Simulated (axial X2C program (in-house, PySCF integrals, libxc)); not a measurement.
**Correcting the dissociation energy of CuGe for spin–orbit coupling**

A spin-free PBE0 curve (one-electron X2C) was computed with an axial X2C code built on PySCF integrals, basis Ge dyall-cv3z [9s9p7d4f1g], Cu dyall-cv3z [9s9p6d3f2g] (cores contracted in-house), for the state M_S = 1/2, Λ = 1 (beyond evenly filled blocks: π+α). It gives D0 = 2.026 eV to Ge + Cu, which in a spin-free picture are the weighted means of the ground terms.

Measured levels of the ground terms (NIST Handbook of Basic Atomic Spectroscopic Data), in cm⁻¹: Ge 3P: J = 0 at 0, J = 1 at 557.1, J = 2 at 1410; Cu 2S: J = 1/2 at 0.

The two components of the molecular doublet are 913 cm⁻¹ apart in the PBE0 2c search (Ω = 1/2 lower), so the lower one lies 456 cm⁻¹ under their mean.

Problem. How far does each ground level lie under the (2J+1)-weighted mean of its term?

Solution. Ge: (1 × 0 + 3 × 557.1 + 5 × 1410)/9 = 969 cm⁻¹; Cu: a single level, 0.

Problem. Correct D0.

Solution. D0 = 2.026 + (456 − 969)/8065.5 = 1.962 eV at PBE0 with these spin–orbit terms.

Second-order spin–orbit effects in the molecule, which grow quickly with Z, are left out. The state is a single determinant with fixed occupations, the lowest that a limited PBE0 search found. Dissociation energies refer to the lowest single-determinant-based atoms at the same level and basis. The functionals have no current-density term, which raises determinants with orbital currents, atoms included.
